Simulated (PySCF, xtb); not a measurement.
WCl6, SMILES [Cl][W]([Cl])([Cl])([Cl])([Cl])[Cl], multiplicity 1.

Harmonic wavenumbers (cm⁻¹) from GFN2-xTB in xtb 6.7.1 at its own minimum, in rising order: 81, 81, 81, 142, 142, 142, 178, 178, 178, 219, 219, 265, 265, 265, 294.

What does B3LYP-D3(BJ)/def2-SVP (PySCF) give at its own minimum? (Estimate from the structure and the level; the computed values follow.)

87, 87, 87, 165, 165, 165, 199, 199, 199, 327, 327, 369, 369, 369, 399. Paired by order, the mean absolute difference is 52 cm⁻¹ and the zero-point energies are 3.9 and 5.0 kcal/mol.
